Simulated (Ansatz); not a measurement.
CH5FN2SSi, SMILES `N[C@H]1N[Si@H](F)S1`, relaxed with RKS PBE-D4/def2-SVP in Ansatz from a rough embedded geometry. The force threshold is 0.03 eV/Å; the program also tests the step.

Charge 0, multiplicity 1.

Start:

```xyz
11

N    -1.322    1.308    0.426
C     0.022    0.672    0.308
N    -0.145   -0.746    0.573
Si    1.052   -1.366   -0.338
F     2.483   -1.093    0.276
S     0.401    0.341   -1.446
H    -1.871    1.054   -0.351
H    -1.172    2.308    0.365
H     0.817    1.211    0.915
H    -1.046   -1.041    0.223
H     0.780   -2.647   -0.950
```

(1) By how much does the energy fall, and how many steps does the optimiser take? (An estimate is asked.)

(2) Which bonds change most? (An estimate is asked.)

(3) Give the relaxed structure. (Best estimate.)

Answers

(1) Ansatz gave: 206.42 kJ/mol, in 14 steps, 1 of them rejected.

(2) Computed: C2–S6 from 1.824 to 2.004 Å; N3–Si4 from 1.627 to 1.732 Å; N1–C2 from 1.492 to 1.403 Å; Si4–F5 from 1.580 to 1.642 Å.

(3) Computed: 
```xyz
11

N    -1.403    1.281    0.187
C    -0.112    0.751    0.338
N    -0.116   -0.669    0.603
Si    1.026   -1.283   -0.545
F     2.425   -1.836    0.112
S     1.070    0.708   -1.279
H    -1.940    0.806   -0.548
H    -1.422    2.296    0.051
H     0.467    1.375    1.054
H    -0.591   -1.006    1.443
H     0.595   -2.421   -1.415
```
